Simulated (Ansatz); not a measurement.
**Molecular dynamics of HCl**

Input file:

```yaml
crystal:
  lattice:
    - [7.98957, 0.0, 0.0]
    - [0.0, 7.98957, 0.0]
    - [0.0, 0.0, 7.98957]
  atoms:
    - { symbol: Cl, position: [0.26121294, 0.45785244, 0.62459944] }
    - { symbol: H, position: [0.37123821, 0.34176973, 0.56155061] }
    - { symbol: Cl, position: [0.42436073, 0.3258136, 0.26026718] }
    - { symbol: H, position: [0.31668196, 0.2184993, 0.1974829] }
    - { symbol: Cl, position: [0.73012892, -0.04343594, 1.00016625] }
    - { symbol: H, position: [0.76066293, 0.03862779, 0.85278257] }
    - { symbol: Cl, position: [0.80247491, 0.58924141, 0.82544405] }
    - { symbol: H, position: [0.69834784, 0.69601695, 0.75255069] }
    - { symbol: Cl, position: [0.54047604, 0.83213228, 0.47910063] }
    - { symbol: H, position: [0.53106198, 0.81061905, 0.30635] }
    - { symbol: Cl, position: [-0.09188391, 0.50822689, 0.31950862] }
    - { symbol: H, position: [0.03943572, 0.55380156, 0.41056415] }
    - { symbol: Cl, position: [0.09407383, 0.15416604, 1.05085001] }
    - { symbol: H, position: [0.03645982, 0.19283691, 1.20226078] }
    - { symbol: Cl, position: [0.18816867, 0.05914496, 0.59195606] }
    - { symbol: H, position: [0.22252991, -0.0723015, 0.48701378] }
    - { symbol: Cl, position: [0.77507629, 0.20424264, 0.60055148] }
    - { symbol: H, position: [0.91805395, 0.17602836, 0.5330553] }
    - { symbol: Cl, position: [0.3181373, 0.79485809, -0.05461647] }
    - { symbol: H, position: [0.17987425, 0.73383032, -0.02875099] }
basis:
  ecutwfc: 420.0
kpoints:
  mp_grid: { grid: [1, 1, 1] }
hamiltonian:
  xc: pbe
  dispersion: d3bj
scf:
  occupations: { method: fermi_dirac, width: 0.05 }
  lower_state_search: "off"
md:
  timestep: 0.5
  n_steps: 400
  ensemble: nvt_nose_hoover
  temperature: 700.0
  initial_velocities: maxwell_boltzmann
  seed: 621602
  nose_hoover: { tau: 50.0, chain_length: 3 }
  masses: [{ species: H, mass: 2.014 }]
```

Command:

```bash
$ ansatz run input.yaml --threads 1 --pin off --max-ram 3072MiB --backend cpu --events-out ev --progress --plain --runs-dir out
```

It goes on from the last frame of an earlier run, with new velocities.

Output, in part (step lines):

```
md step     0: t =     0.00 fs  T =   700.0 K  F+E_penalty+E_count = -10963.06694714 eV  E_kin = 1.719158 eV  conserved = -10961.34778916 eV  (7 SCF iters)
md step     1: t =     0.50 fs  T =   699.5 K  F+E_penalty+E_count = -10963.06582116 eV  E_kin = 1.717892 eV  conserved = -10961.34792882 eV  (6 SCF iters)
md step     2: t =     1.00 fs  T =   701.6 K  F+E_penalty+E_count = -10963.07110625 eV  E_kin = 1.723014 eV  conserved = -10961.34809221 eV  (6 SCF iters)
md step     3: t =     1.50 fs  T =   705.3 K  F+E_penalty+E_count = -10963.08032177 eV  E_kin = 1.732101 eV  conserved = -10961.34822038 eV  (6 SCF iters)
md step     4: t =     2.00 fs  T =   709.8 K  F+E_penalty+E_count = -10963.09147876 eV  E_kin = 1.743198 eV  conserved = -10961.34827633 eV  (6 SCF iters)
md step     5: t =     2.50 fs  T =   714.7 K  F+E_penalty+E_count = -10963.10364187 eV  E_kin = 1.755371 eV  conserved = -10961.34825881 eV  (3 SCF iters)
md step     6: t =     3.00 fs  T =   720.2 K  F+E_penalty+E_count = -10963.11696511 eV  E_kin = 1.768735 eV  conserved = -10961.34820135 eV  (3 SCF iters)
md step     7: t =     3.50 fs  T =   726.4 K  F+E_penalty+E_count = -10963.13220591 eV  E_kin = 1.783992 eV  conserved = -10961.34815881 eV  (3 SCF iters)
[... lines left out ...]
md step   399: t =   199.50 fs  T =   732.7 K  F+E_penalty+E_count = -10963.24166982 eV  E_kin = 1.799544 eV  conserved = -10961.34865920 eV  (3 SCF iters)
md step   400: t =   200.00 fs  T =   746.2 K  F+E_penalty+E_count = -10963.27941095 eV  E_kin = 1.832606 eV  conserved = -10961.34905659 eV  (6 SCF iters)
```

The steps, from the saved trajectory:

```tsv
time (fs)	T (K)	potential energy less start (eV)	conserved less start (meV/atom)
0.0	700	0.000	0.00
6.5	762	-0.155	-0.06
13.0	782	-0.208	-0.08
19.5	741	-0.114	-0.03
26.0	733	-0.108	0.02
32.5	641	0.099	0.02
39.0	682	-0.019	-0.06
45.5	644	0.060	-0.06
52.0	524	0.346	0.00
58.5	615	0.123	-0.04
65.0	657	0.025	-0.05
71.5	655	0.046	-0.01
78.0	758	-0.185	-0.01
84.5	757	-0.157	-0.02
91.0	803	-0.245	-0.06
97.5	790	-0.190	-0.07
104.0	668	0.134	0.02
110.5	745	-0.028	-0.01
117.0	817	-0.180	-0.07
123.5	836	-0.206	-0.05
130.0	789	-0.072	-0.01
136.5	729	0.083	0.01
143.0	815	-0.129	-0.06
149.5	768	-0.018	-0.03
156.0	687	0.170	0.03
162.5	771	-0.055	-0.03
169.0	762	-0.057	-0.05
175.5	782	-0.134	-0.06
182.0	707	0.013	0.01
188.5	653	0.105	0.03
195.0	760	-0.207	-0.05
```

The run went to its last step. The conserved energy stayed within 0.11 meV per atom of its start (net change -0.063 meV per atom), so the integration is sound. A run of 0.2 ps of so small a system gives no equilibrium averages. Limits of this set-up: coarse k mesh.

Mean squared displacements from the first frame to the last, about the centre of mass: Cl 1.15 Å², H 3.55 Å².

Last frame:

```xyz
20
Lattice="7.9896 0.0000 0.0000 0.0000 7.9896 0.0000 0.0000 0.0000 7.9896" Properties=species:S:1:pos:R:3
Cl 2.770 4.258 5.375
H 2.954 4.247 4.171
Cl 3.886 3.243 1.760
H 4.111 1.950 2.069
Cl 4.490 0.214 8.188
H 5.616 -0.072 7.614
Cl 7.071 3.670 6.959
H 7.415 4.684 7.701
Cl 4.694 6.494 3.196
H 5.691 7.007 3.915
Cl -0.218 4.459 2.746
H -1.535 4.334 2.606
Cl 0.117 0.840 8.084
H 0.278 2.078 8.219
Cl 1.347 1.023 3.512
H 1.104 2.102 2.723
Cl 6.076 1.145 5.092
H 7.383 0.882 4.703
Cl 1.902 5.427 0.480
H 2.357 6.579 0.718
```

Time of the run: 8.5 min on 1 thread of Arm Neoverse V2 (shared host), peak memory 0.44 GiB.
